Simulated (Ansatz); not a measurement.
Ansatz results at the PBE0-D4/def2-TZVP geometry: size of the dipole moment (B3LYP/def2-TZVPP) 0.05 D; HOMO–LUMO gap (PBE/def2-TZVPP) 5.27 eV; size of the dipole moment (ωB97M-V/def2-TZVPP) 0.22 D.

(1) Which molecule gave them?
A. `[F][Zr]([F])([F])[Br]`
B. `[OH][Zr]([OH])([SH])[Cl]`
C. `[OH][Zr]([OH])([c]1ccccc1)[c]1ccccc1`
D. `CC[O][Zr]([Cl])([O]CC)[O]CC`

## Answers

(1) A. The others give `CC[O][Zr]([Cl])([O]CC)[O]CC`: 3.87, 5.64, 3.85; `[OH][Zr]([OH])([c]1ccccc1)[c]1ccccc1`: 2.03, 3.58, 2.20; `[OH][Zr]([OH])([SH])[Cl]`: 3.74, 4.33, 3.84.

B3LYP here is the variant with VWN-RPA as its local correlation; programs differ in this.
